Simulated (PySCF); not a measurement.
Which functional comes closest?

Molecule: `COC(=O)C(C)(C)C`, C$_{6}$H$_{12}$O$_{2}$.

Atoms are numbered as in `[CH3:1][O:2][C:3](=[O:4])[C:5]([CH3:6])([CH3:7])[CH3:8]`; H(Xn) means a hydrogen on atom n.

Geometry PBE0-D3(BJ)/def2-SVP throughout; GIAO in PySCF, gas phase, one conformer, non-relativistic; equivalent atoms averaged; basis pcSseg-1.

Reference values (measured; solution, not stated per compound (mostly CDCl3 or CCl4); Pretsch, Buehlmann, Badertscher, Structure Determination of Organic Compounds, 4th ed. (2009)): δ(C5) = 38.7 ppm, δ(C6/C7/C8) = 27.3 ppm, δ(H(C6)/H(C7)/H(C8)) = 1.20 ppm. Computed shifts are taken against TMS, calculated as an isolated molecule at each level.

How do the functionals BP86, OPBE, KT3, B3LYP, PBE0, mPW1PW91, WP04, B97-2, wB97X-D, LC-wPBE perform against the reference? Times are CPU seconds on shared hosts with different chips, so compare them loosely.

Answers


```csv
functional,kind,C5,C6/C7/C8,H(C6)/H(C7)/H(C8),mean abs. error C,abs. error H,core-s
BP86,GGA,41.7,30.0,1.18,2.8,0.02,71
OPBE,GGA,38.1,27.9,1.15,0.6,0.05,52
KT3,GGA,39.9,28.5,1.17,1.2,0.03,73
B3LYP,global hybrid,40.7,29.5,1.16,2.1,0.04,35
PBE0,global hybrid,38.9,28.7,1.14,0.8,0.06,49
mPW1PW91,global hybrid,39.0,28.7,1.15,0.8,0.05,45
WP04,global hybrid,44.0,28.7,1.16,3.3,0.04,55
B97-2,global hybrid,38.8,28.5,1.15,0.6,0.05,47
wB97X-D,range-separated hybrid,38.9,28.8,1.15,0.8,0.05,59
LC-wPBE,range-separated hybrid,37.1,27.7,1.12,1.0,0.08,82
```

For ¹³C the closest is OPBE (0.6 ppm, with B97-2, PBE0, mPW1PW91, wB97X-D practically level) and the furthest WP04 (3.3 ppm).

For ¹H the closest is BP86 (0.02 ppm, with KT3, B3LYP, WP04 practically level) and the furthest LC-wPBE (0.08 ppm). One molecule is a small sample, and vibrational and solvent effects are absent from the calculation.
